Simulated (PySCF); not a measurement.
A side-by-side comparison of computed properties.

First species: C7H7N3S.
Structure used (GFN2-xTB), in Å, numbered top down from 1:
```
atom  x, y, z in Å
C1     3.7188   -0.5439   -0.2871
S2     2.5117    0.8054   -0.1973
C3     1.0560   -0.1348   -0.3391
N4     1.0346   -1.4634   -0.4681
N5    -0.1881   -1.8815   -0.5517
N6    -0.9963   -0.8381   -0.4792
C7    -2.3510   -0.8413   -0.5261
C8    -3.0115    0.3425   -0.4341
C9    -2.3028    1.5587   -0.2935
C10   -0.9373    1.5570   -0.2466
C11   -0.2684    0.3327   -0.3407
H12    3.6085   -1.0523   -1.2394
H13    3.5355   -1.2348    0.5292
H14    4.7011   -0.0912   -0.1999
H15   -2.8225   -1.8043   -0.6338
H16   -4.0885    0.3535   -0.4698
H17   -2.8522    2.4833   -0.2227
H18   -0.3564    2.4589   -0.1412
```

Second species: C4H15N2PSi2.
SMILES: `P(/N([SiH3])[SiH3])=C(\N(C)C)C`

Levels: PBE0/pcSseg-1 for dipole moment, HOMO energy, LUMO energy and HOMO–LUMO gap; GFN2-xTB for rotational constant A and rotational constant C. Geometries: GFN2-xTB. All species are isolated and taken at one optimised geometry, non-relativistic unless stated; the electronic structure was computed with PySCF and density fitting.

Dipoles, sizes and rotational constants follow the conformer. The torsions of the flexible species, by atom-mapped SMILES:
- `[CH3:1][S:2][c:3]1[n:4][n:5][n:6]2[cH:7][cH:8][cH:9][cH:10][c:11]12`: C1–S2–C3–N4 0°
- `[CH3:1]/[C:2](=[P:3]\[N:4]([SiH3:5])[SiH3:6])[N:7]([CH3:8])[CH3:9]`: C2–P3–N4–Si5 -98°, C1–C2–N7–C8 -175°

Problem. Which of the two has the higher rotational constant A, and by how much?

Solution. The first: 2.482 GHz against 1.674 GHz, a difference of 0.808 GHz.

Problem. Which of the two has the higher LUMO energy, and by how much?

Solution. The second: -0.55 eV against -1.46 eV, a difference of 0.91 eV.

Problem. Which of the two has the higher dipole moment, and by how much?

Solution. The second: 3.73 D against 3.11 D, a difference of 0.62 D.

Problem. Which of the two has the higher HOMO–LUMO gap, and by how much?

Solution. The second: 4.91 eV against 4.33 eV, a difference of 0.58 eV.

Problem. Which of the two has the higher rotational constant C, and by how much?

Solution. The first: 0.537 GHz against 0.529 GHz, a difference of 0.008 GHz.

Problem. Which of the two has the higher HOMO energy, and by how much?

Solution. The second: -5.46 eV against -5.79 eV, a difference of 0.33 eV.

On the first: A dipole of 3.11 D is allowed in Cs, and pure rotational transitions are dipole-allowed. In atomic units the dipole is 1.22 e·bohr (1 au = 2.5417 D).

On the second: In atomic units the dipole is 1.47 e·bohr (1 au = 2.5417 D).
